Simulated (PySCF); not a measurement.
Mo(O)2(F)(NH2) (FH₂MoNO₂), SMILES [NH2][Mo](=[O])(=[O])[F], multiplicity 1.

The structure is a stationary point at B3LYP-D3(BJ)/def2-SVP. The multiplicity is an assumed one; no other spin state was optimised. The structure was generated by enumeration; whether it is a known compound was not checked. The def2 effective core potentials stand for the cores of Mo; spin–orbit coupling is left out. One conformer was computed; it need not be the lowest.

These are HF/def2-TZVP run with PySCF values and carry that method's errors.

The molecule is in vacuum.

| Quantity | Result |
|---|---|
| total energy | -372.51803 hartree |
| point group | Cs |
| highest occupied level | -12.49 eV |
| lowest empty level | 1.00 eV |
| orbital gap | 13.49 eV |
| dipole moment | 4.17 D |
| quadrupole, principal values (traceless, Buckingham form, about the centre of nuclear charge) | -8.54, -3.34, 11.87 D·Å |
| mean static polarisability | 45.2 bohr³ (6.70 Å³) |
| polarisability, principal values | 37.4, 47.7, 50.5 bohr³ |
